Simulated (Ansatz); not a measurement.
`C[O][Ge]([CH3])([OH])[Cl]` + H–F → `C[O][Ge]([OH])([F])[Cl]` + CH₄  (ligand exchange at a Ge–C bond)

Gas-phase electronic energies from Ansatz, PBE0-D4/def2-TZVP geometries. CCSD(T)/CBS adds triple-zeta CCSD(T) − MP2 to the extrapolated MP2 energy (def2 sets, frozen cores). This one scheme is used for every species. Functionals use def2-TZVPP. For Ge outer-core shells are correlated without core-valence functions, which leaves a few kJ/mol of doubt a bond. Scalar relativity is left out up to krypton. One conformer a species, not always the lowest.

```
                    species  ωB97M-V energy (Eh)
`C[O][Ge]([CH3])([OH])[Cl]`          -2768.06923
                        H–F           -100.46072
  `C[O][Ge]([OH])([F])[Cl]`          -2828.06125
                        CH₄            -40.49280
```

Task: Work out ΔE.

Result: ΔE = (-2828.06125) + (-40.49280) − (-2768.06923) − (-100.46072) = -0.02410 Eh = -63.3 kJ/mol. CCSD(T)/CBS gives -54.0 kJ/mol.

Largest T1 diagnostic among the species: 0.012.

In def2-TZVPP, CCSD(T) changes the Hartree–Fock value by +25.3 kJ/mol (the triples alone add +2.1 kJ/mol) and MP2 by +29.1 kJ/mol. The D4 term adds +7.2 kJ/mol with B3LYP and +4.2 kJ/mol with PBE0; it sums over pairs of atoms, weighted by their polarisabilities, and B3LYP, whose exchange is more repulsive, gets the larger term.

B3LYP here is the variant with VWN-RPA as its local correlation; programs differ in this.
